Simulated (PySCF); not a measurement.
**Frontier orbitals and the lowest excitations**

C₃H₉NSi.
Structure used (GFN2-xTB), in Å, numbered top down from 1:
```
atom  x, y, z in Å
C1     2.5266   -0.1824   -0.7235
N2     1.4018   -0.3208   -0.2051
Si3    0.5048    0.5220    1.0013
C4    -1.0829    1.0933    0.1206
C5    -1.9211   -0.0675   -0.4005
H6     3.2447    0.6019   -0.4639
H7     2.8506   -0.8803   -1.4930
H8     0.2381   -0.5250    1.9876
H9     1.1486    1.6822    1.6376
H10   -1.6814    1.6825    0.8172
H11   -0.8351    1.7565   -0.7104
H12   -1.3396   -0.6821   -1.0829
H13   -2.2541   -0.6957    0.4227
H14   -2.8017    0.2949   -0.9300
```

The calculation used TDDFT wB97X-D/def2-SVPD, vertical, gas phase, core orbitals frozen in the response in PySCF.

Kohn–Sham orbitals with the atoms that hold most of them (Löwdin shares over 4%, at most four atoms; ? is withheld):

```
orbital  ε (eV)                             atoms
 LUMO+2    2.57  Si3 24%, C4 15%, H10 10%, C5 10%
 LUMO+1    2.35    C1 29%, Si3 28%, H6 10%, H9 7%
   LUMO    1.06                                 ?
   HOMO       ?                                 ?
 HOMO-1  -10.06    C4 32%, Si3 20%, C5 11%, N2 7%
 HOMO-2  -11.11   Si3 29%, H8 21%, H9 14%, N2 12%
 HOMO-3  -11.59  C5 25%, C4 25%, H13 11%, H11 10%
```

Problem. Which atoms hold the HOMO, and with what shares?

Solution. N2 (bonded to C and Si) 56%; C1 (bonded to N and 2 H) 16%; Si3 (bonded to C, N and 2 H) 9%; H6 (bonded to C) 6%.

Problem. Give the leading atoms of the LUMO.

Solution. C1 (bonded to N and 2 H) 41%; N2 (bonded to C and Si) 33%; H6 (bonded to C) 7%; H7 (bonded to C) 6%. By element: carbon 41% or more, nitrogen 33%, hydrogen 13% or more.

Problem. What is the HOMO energy, and the HOMO–LUMO gap?

Solution. ε(HOMO) = -8.80 eV; the gap is 9.86 eV (0.3623 hartree).

Problem. How does S1 compare with the orbital gap of 9.86 eV?

Solution. S1 is at 4.04 eV (f = 0.0004), 5.82 eV below the gap, made of HOMO→LUMO (97%). 

Problem. One configuration dominates each of S1, S2, S3 and S6. Which, and how do the shares of the two leading atoms of either orbital change from the occupied to the empty one?

Solution. 
- S1 (4.04 eV, f 0.0004), HOMO→LUMO (97%): N2 56% → 33%, C1 16% → 41%
- S2 (6.65 eV, f 0.015), HOMO→LUMO+1 (85%): N2 56% → at most 8%, C1 16% → 29%, Si3 9% → 28%
- S3 (7.16 eV, f 0.172), HOMO-1→LUMO (96%): C4 32% → at most 7%, Si3 20% → at most 7%, C1 at most 8% → 41%, N2 7% → 33%
- S6 (7.84 eV, f 0.153), HOMO-2→LUMO (83%): Si3 29% → at most 7%, H8 21% → at most 7%, C1 at most 12% → 41%, N2 12% → 33%

One conformer stands for the species.
